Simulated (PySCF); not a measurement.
**Spinor energies of Ta (tantalum, neutral)**

Start: [Xe] 4f14 5d4 6s1; 5d5/2 filled at m_j = -1/2, +1/2, +3/2, +5/2; 6s1/2 filled at m_j = +1/2. Calculated with PySCF 2.14 in x2c-TZVPall-2c (11s11p10d2f, 108 functions): generalised Hartree-Fock with the X2C-1e Hamiltonian and a Gaussian nucleus; spin-orbit coupling (SO) screened by Boettger's factors. This is a chosen level, not necessarily the ground level.

| spinor shell | electrons | ε, screened SO (eV) | weight of nominal j (screened SO) | rms radius, screened SO (bohr) |
| --- | --- | --- | --- | --- |
| 1s1/2 | 2 | -67754.1 | 1.000 | 0.0211 |
| 2s1/2 | 2 | -11776.5 | 1.000 | 0.0853 |
| 2p1/2 | 2 | -11233.9 | 1.000 | 0.0726 |
| 2p3/2 | 4 | -9958.2 | 1.000 | 0.0799 |
| 3s1/2 | 2 | -2757.0 | 1.000 | 0.218 |
| 3p1/2 | 2 | -2516.2 | 1.000 | 0.210 |
| 3p3/2 | 4 | -2236.7 | 1.000 | 0.225 |
| 3d3/2 | 4 | -1834.7 | 1.000 | 0.199 |
| 3d5/2 | 6 | -1774.4 | 1.000 | 0.203 |
| 4s1/2 | 2 | -592.09 | 1.000 | 0.488 |
| 4p1/2 | 2 | -491.46 | 1.000 | 0.497 |
| 4d3/2 | 4 | -260.62 | 1.000 | 0.557 |
| 4d5/2 | 6 | -248.53 | 1.000 | 0.569 |
| 5s1/2 | 2 | -85.147 | 1.000 | 1.19 |
| 5p1/2 | 2 | -52.501 | 0.980 | 1.32 |
| 5p3/2 | 4 | -44.454 | 0.989 | 1.44 |
| 4f5/2 | 6 | -39.548 | 0.997 | 0.701 |
| 4f7/2 | 8 | -37.724 | 0.998 | 0.709 |
| 6s1/2 | 1 | -6.709 | 0.890 | 3.77 |
| 5d5/2 | 4 | -6.228 | 0.886 | 2.65 |

(1) Where does 4p3/2 lie, and what is the 4p spin-orbit splitting (screened SO)?

```tsv
quantity	screened SO
E (hartree)	-15610.18499
M_J	9/2
⟨J²⟩	25.178
⟨L²⟩	22.749
⟨S²⟩	2.107
```

The determinant has a definite M_J but mixes levels of different J.

Each row is a mean over spinors that exchange with the open shell spreads, by up to 2.073 eV (5p3/2).

Rows whose weight is well below 1 are mixtures of j = l ± 1/2: exchange outweighs spin-orbit coupling there, and the label is only the starting occupation.

Breit and QED terms are absent; they matter most for the inner s and p1/2 levels.

Densities and radii are taken from the X2C orbitals without a picture-change correction, which distorts them close to the nucleus.

## Answers

(1) At -426.53 eV, 64.929 eV above 4p1/2.
